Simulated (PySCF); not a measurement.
Bonds: C1-C2, C2-C3, C3-Si4, C3-C5, C5-N6, C2-C7, C7-Cl8, C7-Cl9. C1 carries H10, H11, H12; Si4 carries H13, H14, H15; C5 carries H16; N6 carries H17; C7 carries H18.

How the numbers were obtained: GFN2-xTB geometry, shielding tensors at PBE0/pcSseg-1 (GIAO), in PySCF 2.14 (isolated molecule, non-relativistic, one conformer, averaged over atoms made equivalent by symmetry, fast rotation or ring inversion).

Shifts are taken against calculated references (same method and geometry level): ¹³C (σref 186.93) vs TMS.

Task: Do the ¹³C shifts follow the atomic charges (in e)? Tabulate both.

Result: 
```
atoms  hybridisation  δ (ppm)  σ para (ppm)  Hirshfeld    IAO  Mulliken  ESP-fitted
   C5              –    174.1          -238      +0.05  +0.05     +0.13       +0.34
   C2              –    167.5          -239      +0.01  +0.03     -0.24       +0.48
   C3              –    152.6          -221      -0.10  -0.28     -0.31       -0.28
   C7              –     86.8          -144      +0.04  -0.10     -0.21       -0.68
   C1              –     21.3           -81      -0.11  -0.43     -0.15       -0.78
```

Correlation coefficients of δ with charge over these carbons: Hirshfeld +0.47, IAO +0.77, Mulliken +0.18, ESP-fitted +0.88; with the paramagnetic shielding -1.00. With so few points these coefficients are fragile. Charge is one influence among several: hybridisation and low-lying excitations act through the paramagnetic term.

Carbons that carry Cl, above all several Cl atoms, come out too deshielded, partly because spin–orbit coupling is missing. Shifts are as computed. Against solution values, carbons near 30 ppm lie about +3 ppm off and those near 130 ppm about +5 ppm; carbons on Cl a further +6 ppm. Of 1309 compounds with measured shifts, 239 miss one by over three times the rms of a fit or turn the order of signals round; such compounds aren't used in these exercises.
